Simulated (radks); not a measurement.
The numbers below are computed, except where a source is named.
Task: The mean radii <r> (bohr) of the occupied orbitals of an atom or ion are listed with their occupations. Level of theory: non-relativistic Kohn-Sham, PBE, spin-polarised, spherical densities, point nucleus (a radial shooting solver on a logarithmic mesh with Libxc functionals).

| orbital | occ. | <r> |
|---|---|---|
| 1s up | 1 | 0.04638 |
| 1s down | 1 | 0.04638 |
| 2s up | 1 | 0.2067 |
| 2s down | 1 | 0.2067 |
| 2p up | 3 | 0.1788 |
| 2p down | 3 | 0.1788 |
| 3s up | 1 | 0.6093 |
| 3s down | 1 | 0.6091 |
| 3p up | 3 | 0.6221 |
| 3p down | 3 | 0.6216 |
| 3d up | 5 | 0.6773 |
| 3d down | 5 | 0.6729 |
| 4s up | 1 | 1.976 |
| 4s down | 1 | 1.970 |
| 4p up | 3 | 2.516 |

Name the element and its charge. Open shells, if any, are filled with parallel spins first.

Result: Z = 33, arsenic, charge 0: As in [Ar] 3d10 4s2 4p3. The 1s radius gives Z: for a bare nucleus <r> = 1.5/Z, 0.04545 bohr for Z = 33, and screening makes it slightly larger (0.04638 here). The occupations add up to 33, and the charge is Z minus that.
